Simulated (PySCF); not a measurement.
PySCF job for Si(F)(OH)2(SeH) (FH₃O₂SeSi), SMILES O[Si](O)(F)[SeH], TDDFT-PBE/def2-SVPD. Coordinates come from a B3LYP-D3(BJ)/def2-SVP optimisation. The structure was generated by enumeration, and PubChem lists no compound with its InChIKey, so it may never have been made. The values are those of a single conformer.

```python
import numpy as np
from pyscf import gto, scf, dft, tdscf

mol = gto.M(
    atom='''
    O    -1.60421954   -1.20714414    0.60871443
    Si   -0.83332779    0.07105362   -0.07158688
    O    -1.46809873    1.42458128    0.62505321
    F    -1.10192328    0.12782971   -1.67141309
    Se    1.41421116   -0.15025974    0.17862643
    H    -2.49319303   -1.03354868    0.94494606
    H    -1.04613739    2.27010719    0.43187483
    H     1.61859542   -0.01244235   -1.27532624
    ''',
    basis='def2-SVPD',
    charge=0,
    spin=0,
    max_memory=1600,
    verbose=4,
)
mf = dft.RKS(mol, xc='pbe').density_fit(auxbasis='def2-universal-jkfit')
mf.grids.level = 3
mf.conv_tol = 1e-9
mf.max_cycle = 100
mf.kernel()
mf.grids = dft.Grids(mol).set(level=1).build(with_non0tab=True)  # coarser grid for the response kernel
td = tdscf.TDDFT(mf)
td.singlet = True
td.nstates = 10
td.conv_tol = 1e-4
td.positive_eig_threshold = 1e-6
td.kernel(x0=td.get_init_guess(mf, 15))
td.analyze()
tt = tdscf.TDA(mf)
tt.singlet = False
tt.nstates = 4
tt.conv_tol = 1e-4
tt.positive_eig_threshold = 1e-6
tt.kernel(x0=tt.get_init_guess(mf, 9))
tt.analyze(verbose=3)
```

Log of the run:

```
PySCF version 2.14.0

[INPUT] verbose = 4
[INPUT] num. atoms = 8
[INPUT] num. electrons = 76
[INPUT] charge = 0
[INPUT] spin (= nelec alpha-beta = 2S) = 0
[INPUT] symmetry False subgroup None
[INPUT] Mole.unit = angstrom
[INPUT] Symbol           X                Y                Z      unit          X                Y                Z       unit  Magmom
[INPUT]  1 O     -1.604219540000  -1.207144140000   0.608714430000 AA   -3.031535574276  -2.281171817474   1.150303560771 Bohr   0.0
[INPUT]  2 Si    -0.833327790000   0.071053620000  -0.071586880000 AA   -1.574761295089   0.134271881959  -0.135279597312 Bohr   0.0
[INPUT]  3 O     -1.468098730000   1.424581280000   0.625053210000 AA   -2.774304523522   2.692068461382   1.181179380180 Bohr   0.0
[INPUT]  4 F     -1.101923280000   0.127829710000  -1.671413090000 AA   -2.082333209482   0.241563142483  -3.158512981113 Bohr   0.0
[INPUT]  5 Se     1.414211160000  -0.150259740000   0.178626430000 AA    2.672471774703  -0.283949756148   0.337555031309 Bohr   0.0
[INPUT]  6 H     -2.493193030000  -1.033548680000   0.944946060000 AA   -4.711452002375  -1.953123941606   1.785689255887 Bohr   0.0
[INPUT]  7 H     -1.046137390000   2.270107190000   0.431874830000 AA   -1.976913155767   4.289880862506   0.816125148793 Bohr   0.0
[INPUT]  8 H      1.618595420000  -0.012442350000  -1.275326240000 AA    3.058702050275  -0.023512633846  -2.410017313071 Bohr   0.0

nuclear repulsion = 455.019273810678
number of shells = 64
number of NR pGTOs = 254
number of NR cGTOs = 158
basis = def2-SVPD
ecp = {}


[settings echo left out]
init E= -2941.56311258036
  HOMO = -0.274430826029751  LUMO = -0.0687591806543573  gap/eV = 5.59661
cycle= 1 E= -2941.78344833367  delta_E= -0.22  |g|= 1.14  |ddm|= 3.84
  HOMO = -0.125302289286096  LUMO = -0.0411346887751467  gap/eV = 2.29032
cycle= 2 E= -2940.89385097231  delta_E= 0.89  |g|= 2.39  |ddm|= 3.31
  HOMO = -0.211507833555831  LUMO = -0.0475929548253595  gap/eV = 4.46035
cycle= 3 E= -2942.01218813404  delta_E= -1.12  |g|= 0.176  |ddm|= 2.45
  HOMO = -0.239368287714445  LUMO = -0.0475027174155378  gap/eV = 5.22093
cycle= 4 E= -2942.01698758875  delta_E= -0.0048  |g|= 0.139  |ddm|= 0.393
  HOMO = -0.235208724415441  LUMO = -0.0468677468437941  gap/eV = 5.12502
cycle= 5 E= -2942.0205873132  delta_E= -0.0036  |g|= 0.0275  |ddm|= 0.135
  HOMO = -0.230347417745217  LUMO = -0.0454415650847459  gap/eV = 5.03154
cycle= 6 E= -2942.02071236891  delta_E= -0.000125  |g|= 0.0144  |ddm|= 0.0511
  HOMO = -0.231386141169265  LUMO = -0.0455961247297165  gap/eV = 5.05560
cycle= 7 E= -2942.02075582044  delta_E= -4.35e-05  |g|= 0.00192  |ddm|= 0.0193
  HOMO = -0.231471533133099  LUMO = -0.0457045020447144  gap/eV = 5.05498
cycle= 8 E= -2942.02075649235  delta_E= -6.72e-07  |g|= 0.00104  |ddm|= 0.0032
  HOMO = -0.231412918175405  LUMO = -0.0456844840424599  gap/eV = 5.05393
cycle= 9 E= -2942.02075670292  delta_E= -2.11e-07  |g|= 0.000292  |ddm|= 0.00125
  HOMO = -0.231409653631699  LUMO = -0.0456791742968186  gap/eV = 5.05398
cycle= 10 E= -2942.02075671895  delta_E= -1.6e-08  |g|= 9.48e-05  |ddm|= 0.000429
  HOMO = -0.231412610716335  LUMO = -0.0456819575581857  gap/eV = 5.05399
cycle= 11 E= -2942.02075672099  delta_E= -2.04e-09  |g|= 3.63e-05  |ddm|= 0.000155
  HOMO = -0.231412424753279  LUMO = -0.0456819662861747  gap/eV = 5.05398
cycle= 12 E= -2942.02075672133  delta_E= -3.37e-10  |g|= 8.56e-06  |ddm|= 5.06e-05
  HOMO = -0.231412328463853  LUMO = -0.0456817403628755  gap/eV = 5.05399
Extra cycle  E= -2942.0207567213  delta_E= 3.46e-11  |g|= 1.31e-05  |ddm|= 3.4e-05
converged SCF energy = -2942.0207567213
tot grids = 36824
Overwritten attributes  positive_eig_threshold  of <class 'pyscf.tdscf.rks.CasidaTDDFT'>


******** <class 'pyscf.tdscf.rks.CasidaTDDFT'> for <class 'pyscf.df.df_jk.DFRKS'> ********
nstates = 10 singlet
deg_eia_thresh = 1.000e-03
wfnsym = None
conv_tol = 0.0001
eigh lindep = 1e-12
eigh level_shift = 0
eigh max_cycle = 100


Excitation energies (eV)
[5.16834939 5.35516481 6.2571769  6.33060869 6.95857036 6.99676369
 7.00257214 7.16102445 7.23200363 7.25486442]

** Singlet excitation energies and oscillator strengths **
Excited State   1:      5.16835 eV    239.89 nm  f=0.0395
      38 -> 39        0.69487
      38 -> 40        0.11499
Excited State   2:      5.35516 eV    231.52 nm  f=0.0036
      38 -> 39       -0.11476
      38 -> 40        0.69660
Excited State   3:      6.25718 eV    198.15 nm  f=0.0061
      38 -> 41        0.67185
      38 -> 42       -0.17886
Excited State   4:      6.33061 eV    195.85 nm  f=0.0306
      38 -> 41        0.16991
      38 -> 42        0.67596
Excited State   5:      6.95857 eV    178.17 nm  f=0.0262
      36 -> 39       -0.19713
      37 -> 39        0.37830
      38 -> 43        0.54490
Excited State   6:      6.99676 eV    177.20 nm  f=0.0428
      36 -> 39        0.30133
      37 -> 39       -0.46521
      38 -> 43        0.41399
Excited State   7:      7.00257 eV    177.06 nm  f=0.0345
      36 -> 39        0.60303
      37 -> 39        0.35793
Excited State   8:      7.16102 eV    173.14 nm  f=0.0018
      36 -> 40       -0.69998
Excited State   9:      7.23200 eV    171.44 nm  f=0.0119
      38 -> 44       -0.58926
      38 -> 45        0.37446
Excited State  10:      7.25486 eV    170.90 nm  f=0.0055
      37 -> 40       -0.47114
      38 -> 44        0.23238
      38 -> 45        0.44483

** Transition electric dipole moments (AU) **
state          X           Y           Z        Dip. S.      Osc.
  1         0.0144      0.5561      0.0478      0.3117      0.0395
  2         0.0007      0.1666      0.0023      0.0277      0.0036
  3        -0.1909      0.0579      0.0177      0.0401      0.0061
  4        -0.2035      0.3913      0.0520      0.1972      0.0306
  5         0.3397     -0.1493      0.1275      0.1539      0.0262
  6        -0.4884     -0.0010     -0.1041      0.2494      0.0428
  7         0.4371      0.0349      0.0935      0.2010      0.0345
  8         0.0981      0.0243     -0.0019      0.0102      0.0018
  9         0.0036     -0.2543     -0.0523      0.0674      0.0119
 10        -0.0957      0.1399      0.0450      0.0308      0.0055

** Transition velocity dipole moments (imaginary part, AU) **
state          X           Y           Z        Dip. S.      Osc.
  1         0.0024      0.1063      0.0086      0.0114      0.0399
  2         0.0004      0.0303      0.0006      0.0009      0.0031
  3        -0.0442      0.0108      0.0023      0.0021      0.0060
  4        -0.0472      0.0924      0.0120      0.0109      0.0313
  5         0.0882     -0.0382      0.0322      0.0103      0.0268
  6        -0.1275     -0.0005     -0.0268      0.0170      0.0440
  7         0.1132      0.0078      0.0233      0.0134      0.0348
  8         0.0257      0.0046     -0.0002      0.0007      0.0017
  9        -0.0007     -0.0695     -0.0149      0.0050      0.0127
 10        -0.0264      0.0361      0.0123      0.0022      0.0054

** Transition magnetic dipole moments (imaginary part, AU) **
state          X           Y           Z
  1        -0.1173      0.0571     -0.4513
  2         0.2777     -0.0849      0.1128
  3         0.0518      0.0027     -0.2935
  4         0.0460     -0.0131     -0.0716
  5        -0.1462      0.1215      0.3711
  6         0.2149     -0.1122      0.0794
  7         0.3984     -0.0246     -0.0108
  8        -0.1128      0.0405     -0.0763
  9         0.0548     -0.0426      0.3339
 10        -0.0305      0.1535     -0.1754
Overwritten attributes  positive_eig_threshold  of <class 'pyscf.tdscf.rks.TDA'>


******** <class 'pyscf.tdscf.rks.TDA'> for <class 'pyscf.df.df_jk.DFRKS'> ********
nstates = 4 triplet
deg_eia_thresh = 1.000e-03
wfnsym = None
conv_tol = 0.0001
eigh lindep = 1e-12
eigh level_shift = 0
eigh max_cycle = 100


Excitation energies (eV)
[4.86221246 4.99776839 5.9437421  6.14959856]

** Triplet excitation energies and oscillator strengths **
Excited State   1:      4.86221 eV    255.00 nm  f=0.0000
Excited State   2:      4.99777 eV    248.08 nm  f=0.0000
Excited State   3:      5.94374 eV    208.60 nm  f=0.0000
Excited State   4:      6.14960 eV    201.61 nm  f=0.0000
```

The run converged.

Cost: about 90 core-seconds (a rough figure).
